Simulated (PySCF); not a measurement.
PySCF 2.14 output of an unrestricted B2PLYP calculation on a single atom or ion in x2c-QZVPPall, with scalar relativity by spin-free X2C-1e:

```
SCF conv_tol = 1e-09
number electrons alpha = 18  beta = 17
    A. D. Becke.,  Phys. Rev. A 38, 3098 (1988)
    C. Lee, W. Yang, and R. G. Parr.,  Phys. Rev. B 37, 785 (1988)
    B. Miehlich, A. Savin, H. Stoll, and H. Preuss.,  Chem. Phys. Lett. 157, 200 (1989)
cycle= 1 E= -2605.31483604387  delta_E= -0.00781  |g|= 0.0247  |ddm|= 0.0941
cycle= 2 E= -2605.31501454824  delta_E= -0.000179  |g|= 0.0071  |ddm|= 0.025
cycle= 3 E= -2605.31503456155  delta_E= -2e-05  |g|= 0.00207  |ddm|= 0.00665
cycle= 4 E= -2605.31503804187  delta_E= -3.48e-06  |g|= 0.000563  |ddm|= 0.00323
cycle= 5 E= -2605.31503844275  delta_E= -4.01e-07  |g|= 0.000246  |ddm|= 0.00145
cycle= 6 E= -2605.31503845487  delta_E= -1.21e-08  |g|= 4.33e-05  |ddm|= 0.000162
cycle= 7 E= -2605.31503845508  delta_E= -2.13e-10  |g|= 1.12e-06  |ddm|= 2.51e-05
converged SCF energy = -2605.31503845508  <S^2> = 0.76187432  2S+1 = 2.0118393
```

The run itself started from symmetry-adapted Hartree-Fock orbitals and held the occupation by maximum overlap, on a logarithmic radial grid, so the iterations belong to that start.

Which element, charge and spin multiplicity is this?

Br (bromine, neutral), multiplicity 2; the state was [Ar] 3d10 4s1 4p6, 2S determinant (an excited configuration). The SCF energy lacks the PT2 part of the double hybrid.
